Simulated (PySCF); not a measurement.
C4H9FSi, SMILES CC[SiH2]/C=C\F. Geometry optimised at PBE0-D3(BJ)/def2-SVP. The structure was generated by enumeration; whether it is a known compound was not checked. One conformer was computed; it need not be the lowest.

Computed equilibrium geometry at PBE0-D3(BJ)/def2-SVP (PySCF confirms it by a frequency run) as a Z-matrix (one conformer of several):
```
Si
H 1 1.4974
H 1 1.4975 2 107.35
C 1 1.8755 2 110.15 3 -119.94
C 4 1.3297 1 123.82 2 58.73
F 5 1.3326 4 122.02 1 0.02
H 4 1.0949 5 115.57 6 -179.99
H 5 1.0957 4 126.43 7 0.01
C 1 1.8848 2 109.95 3 119.57
H 9 1.1043 1 107.66 2 64.20
H 9 1.1044 10 105.78 1 -114.88
C 9 1.5258 10 110.55 11 -119.71
H 12 1.1014 9 111.81 10 58.40
H 12 1.1017 13 107.27 9 122.60
H 12 1.1017 13 107.27 14 114.80
```
